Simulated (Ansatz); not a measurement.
A nudged elastic band was laid between two geometries of H2S + H7N3OZr (15 atoms, charge 0, multiplicity 1).

Computed with RHF/def2-SVP (Ansatz).

```json
{
 "movable images": "5",
 "climbing image": "yes",
 "spring": "5.0 eV/Å²",
 "optimiser": "quadratic models (default)",
 "start path": "through a guess of the saddle point",
 "force threshold": "0.05 eV/Å",
 "iteration limit": "60",
 "end points": "relaxed"
}
```

First end point:

```xyz
15
Properties=species:S:1:pos:R:3
Zr -0.215 0.105 -0.089
O -0.349 -0.062 1.857
H -0.495 0.109 2.769
N 1.740 0.052 -0.727
H 2.434 -0.590 -0.380
H 2.179 0.666 -1.391
N -1.027 1.881 -0.748
H -1.738 1.983 -1.451
H -0.817 2.796 -0.386
N -1.266 -1.429 -0.984
H -2.131 -1.823 -0.654
H -0.977 -1.949 -1.795
S 1.772 -3.211 1.768
H 0.810 -3.811 1.064
H 0.959 -2.271 2.257
```

Last end point:

```xyz
15
Properties=species:S:1:pos:R:3
Zr -0.074 -0.632 -0.072
O 0.729 0.429 2.032
H 0.532 0.012 2.861
N 1.853 -0.231 -0.704
H 2.583 -0.919 -0.777
H 2.188 0.625 -1.112
N -1.260 1.045 -0.022
H -1.958 1.287 -0.702
H -1.262 1.733 0.710
N -0.888 -1.640 -1.661
H -1.824 -2.006 -1.712
H -0.417 -1.869 -2.519
S -0.246 -2.450 1.757
H -0.749 -3.466 1.053
H 1.671 0.525 1.980
```

(1) Which bonds break or form, and what moves?

(2) What energy profile does the band end with?

(3) What is the geometry of the highest image?

(4) What are the harmonic wavenumbers there?

Results:

(1) Bonds broken: S13–H15. Bonds formed: Zr1–S13, O2–H15. H2S + H7N3OZr becomes H9N3OSZr.

(2) It converged. The highest image is number 2 of 0 to 6, 81.5 kJ/mol above the first end and 91.8 kJ/mol above the last; the last end lies 10.3 kJ/mol below the first. A vibrational analysis at the climbing image gives one clearly imaginary mode, 1475i cm⁻¹: a first-order saddle point. The orbitals stay closed-shell, which can raise the energy where a bond breaks towards radicals; this wasn't checked here.

```json
{"image": "0", "path coordinate (Å)": "0.00", "energy (kJ/mol)": "0.0", "S13–H15 (Å)": "1.34", "Zr1–S13 (Å)": "4.29", "O2–H15 (Å)": "2.60"}
{"image": "1", "path coordinate (Å)": "1.53", "energy (kJ/mol)": "13.2", "S13–H15 (Å)": "1.34", "Zr1–S13 (Å)": "3.81", "O2–H15 (Å)": "2.20"}
{"image": "2", "path coordinate (Å)": "3.06", "energy (kJ/mol)": "81.5", "S13–H15 (Å)": "1.60", "Zr1–S13 (Å)": "3.03", "O2–H15 (Å)": "1.25"}
{"image": "3", "path coordinate (Å)": "4.63", "energy (kJ/mol)": "16.0", "S13–H15 (Å)": "2.58", "Zr1–S13 (Å)": "2.67", "O2–H15 (Å)": "0.95"}
{"image": "4", "path coordinate (Å)": "6.20", "energy (kJ/mol)": "5.8", "S13–H15 (Å)": "2.65", "Zr1–S13 (Å)": "2.61", "O2–H15 (Å)": "0.95"}
{"image": "5", "path coordinate (Å)": "7.77", "energy (kJ/mol)": "-5.9", "S13–H15 (Å)": "2.88", "Zr1–S13 (Å)": "2.59", "O2–H15 (Å)": "0.95"}
{"image": "6", "path coordinate (Å)": "9.34", "energy (kJ/mol)": "-10.3", "S13–H15 (Å)": "3.55", "Zr1–S13 (Å)": "2.58", "O2–H15 (Å)": "0.95"}
```

(3) 
```xyz
15
Properties=species:S:1:pos:R:3:forces:R:3
Zr 0.026 -0.265 -0.079 0.01 -0.01 0.00
O -0.191 -0.309 2.039 0.00 -0.01 0.01
H -0.446 0.230 2.772 0.00 0.00 0.00
N 1.954 0.071 -0.699 0.00 -0.01 0.00
H 2.707 -0.592 -0.628 -0.01 0.00 0.00
H 2.274 0.857 -1.238 0.00 0.01 0.00
N -0.883 1.502 -0.570 -0.03 0.02 -0.01
H -1.861 1.624 -0.775 0.00 -0.01 0.00
H -0.439 2.401 -0.654 0.02 -0.01 0.01
N -1.138 -1.622 -1.100 0.00 -0.01 -0.01
H -0.993 -2.616 -1.146 0.01 0.01 0.01
H -1.843 -1.379 -1.775 0.00 0.01 0.01
S 1.173 -2.614 1.446 0.01 0.00 0.01
H 0.130 -3.446 1.375 0.00 0.00 0.00
H 0.410 -1.397 2.143 0.00 0.01 -0.02
```

(4) 1475i, 74, 96, 114, 124, 135, 151, 173, 174, 209, 240, 256, 407, 456, 459, 473, 512, 516, 538, 540, 557, 591, 646, 648, 663, 718, 1286, 1523, 1639, 1644, 1651, 2856, 3740, 3747, 3749, 3821, 3832, 3834, 4200 cm⁻¹.

The run took 3.7 min on 4 threads of Arm Neoverse V2, with other jobs on the host, peak memory 0.44 GiB.
